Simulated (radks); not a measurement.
Neutral niobium inside a hard spherical wall (all orbitals vanish at R), configuration held at [Kr] 4d4 5s1 and not refilled when levels cross. Method: scalar-relativistic Kohn-Sham, PBEsol, spin-unpolarised, spherical densities, finite nucleus; Fermi nuclear charge, rms radius 4.324 fm; computed with a radial shooting solver on a logarithmic mesh with Libxc functionals. Eigenvalues in eV, with the zero of energy where the potential of the charges vanishes at infinity; a dash marks a level that is unbound or too diffuse for the functional's potential to be trusted. A positive occupied level is held by the wall or, in an anion where self-interaction has pushed it up, behind a barrier. The pressure on the wall is -dE/dV.

R (bohr)	E (hartree)	kinetic (hartree)	e(4s)	e(4p)	e(5s)	e(4d)	e(5p, empty)	e(6s, empty)	pressure (GPa)
free	-3817.44888	3930.128	-58.350	-34.493	-4.013	-3.056	-1.085	-	0
15	-3817.44887	3930.128	-58.349	-34.491	-4.013	-3.055	-1.073	0.423	< 0.0001
8	-3817.44079	3930.184	-57.921	-34.069	-3.646	-2.681	-0.214	5.525	0.298
4	-3816.87618	3932.345	-50.187	-26.682	7.963	4.688	16.130	54.849	103
3	-3815.20191	3938.330	-40.316	-17.052	33.264	16.488	47.095	129.47	908
2.5	-3812.22581	3948.830	-28.859	-5.012	69.721	31.872	88.384	219.42	3580
1.5	-3770.31943	4071.423	75.567	110.43	405.84	167.73	436.70	897.90	130000
